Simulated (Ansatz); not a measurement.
Breaking a bond: OH (cation, charge +1), triplet.

Calculation: full CI/cc-pVTZ, frozen core in Ansatz (an electronic-structure program).

Task: Relative to R = 1.04 Å, what are the energies at R = 0.79, 1.87, 2.82, 4.17 Å?

Result: 66.4 mEh at 0.79 Å, 101.1 mEh at 1.87 Å, 164.1 mEh at 2.82 Å, 184.2 mEh at 4.17 Å.
